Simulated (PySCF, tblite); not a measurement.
Compound: C5H9NO2.
Z-matrix (Å and degrees, GFN2-xTB geometry), rows numbered from 1:
```
C 
O   1  1.4094
C   2  1.3856  1  113.22
C   3  1.4826  2  118.50  1   158.58
C   4  1.5135  3   61.08  2  -109.07
C   5  1.4864  3  117.35  4   107.85
N   6  1.3586  5  114.69  3   146.57
O   6  1.2129  5  123.40  3   -32.11
H   1  1.0880  2  106.49  3   179.53
H   1  1.0961  2  111.11  3    60.34
H   1  1.0960  2  111.38  3   -61.01
H   3  1.0886  2  114.82  1   -54.54
H   4  1.0786  3  117.42  5  -107.13
H   4  1.0780  3  117.88  5   107.40
H   5  1.0821  3  116.75  4  -106.50
H   7  1.0034  6  122.65  5     5.55
H   7  1.0062  6  118.39  5   178.00
```

Theory: B3LYP/def2-SVPD in PySCF (dipole) on a GFN2-xTB geometry, gas phase.

Take the most abundant isotopes and a rigid rotor. The values belong to one conformer with, in the numbering `[CH3:1][O:2][C@@H:3]1[CH2:4][C@H:5]1[C:6]([NH2:7])=[O:8]`, C1–O2–C3–C4 159°, C4–C5–C6–N7 -146°, C5–C6–N7–H 6° and 178°.

Q: Give the principal moments of inertia and the rotational constants in MHz.

A: Ia = 135.14, Ib = 409.11, Ic = 453.87 u·Å²; 505379 MHz·u·Å²/I gives A = 3740, B = 1235, C = 1113 MHz.

Q: What kind of rotor is it?

A: A near-prolate asymmetric top; Ray's κ = -0.907.

Q: What does the inertial defect say?

A: Not planar: Δ = Ic − Ia − Ib = -90.39 u·Å². For a rigid frame Δ = −2 Σ m c², so Σ m c² = 45.19 u·Å² lies off the ab plane: 10.37 from hydrogen and 34.82 from heavier atoms. The atom farthest from that plane is 1.54 Å away.

Q: Give the other two planar moments, Paa and Pbb, and the rms extents of the mass along the axes.

A: Paa = Σ m a² = (Ib + Ic − Ia)/2 = 363.92 and Pbb = Σ m b² = (Ia + Ic − Ib)/2 = 89.95 u·Å². With the mass M = 115.06 u, the rms extents √(P/M) along a, b and c are 1.78, 0.88, 0.63 Å.

Q: Where do the levels up to J = 2 lie, in cm⁻¹?

A: Above 0(0,0):
J = 1: 1(0,1) 0.0783, 1(1,1) 0.1619, 1(1,0) 0.1659
J = 2: 2(0,2) 0.2349, 2(1,2) 0.3145, 2(1,1) 0.3267, 2(2,1) 0.5773, 2(2,0) 0.5774
Those of J = 1 are B + C, A + C and A + B.

Q: Predict some low-J microwave lines.

A: The dipole components are |μa| = 0.00 D, |μb| = 2.41 D, |μc| = 2.63 D. The squared components, which scale the intensities, stand as 0.00 : 0.84 : 1.00 (a : b : c). Some lines, for components of 0.1 D or more:

| type | branch | J(Ka,Kc) | MHz | lower level (cm⁻¹) |
| --- | --- | --- | --- | --- |
| c | Q | 3(1,3) ← 3(0,3) | 2219 | 0.469 |
| b | R | 4(1,3) ← 3(2,2) | 2297 | 0.812 |
| c | Q | 2(1,2) ← 2(0,2) | 2387 | 0.235 |
| b | Q | 1(1,0) ← 1(0,1) | 2626 | 0.078 |
| b | Q | 3(1,2) ← 3(0,3) | 2950 | 0.469 |
| b | R | 1(1,1) ← 0(0,0) | 4853 | 0.000 |
| b | R | 2(1,2) ← 1(0,1) | 7080 | 0.078 |
| b | R | 4(0,4) ← 3(1,3) | 7133 | 0.543 |
| b | Q | 3(2,1) ← 3(1,2) | 7355 | 0.568 |
| b | Q | 2(2,1) ← 2(1,2) | 7878 | 0.315 |
| b | R | 3(1,3) ← 2(0,2) | 9248 | 0.235 |
| c | R | 3(1,2) ← 2(0,2) | 9979 | 0.235 |
| b | R | 2(2,0) ← 1(1,1) | 12458 | 0.162 |
| c | R | 4(1,3) ← 3(0,3) | 12579 | 0.469 |
| b | Q | 3(3,1) ← 3(2,2) | 12829 | 0.812 |
| b | Q | 4(3,2) ← 4(2,3) | 12840 | 1.126 |
| b | R | 4(2,3) ← 3(1,2) | 16725 | 0.568 |
| b | R | 4(2,2) ← 3(1,3) | 17520 | 0.543 |
| b | R | 3(3,0) ← 2(2,1) | 19875 | 0.577 |
| b | R | 4(3,1) ← 3(2,2) | 22233 | 0.812 |
| b | R | 4(4,1) ← 3(3,0) | 27352 | 1.240 |
| c | R | 4(4,1) ← 3(3,1) | 27352 | 1.240 |

Q: Estimate the classical rotational partition function at 10 K, 100 K and 500 K.

A: Point group C1, symmetry number σ = 1; q = (√π/σ)·√((kT/h)³/(ABC)), k/h = 20836.6 MHz/K: 2350 at 10 K, 74300 at 100 K, 831000 at 500 K.

Its GFN2-xTB frequencies are all real (lowest 48 cm⁻¹). Constants of a rigid frame at the computed geometry: no zero-point averaging, no centrifugal distortion. A rigid rotor knows nothing of internal rotation, which can split or shift real lines. Quadrupole hyperfine structure (14N) is left out.
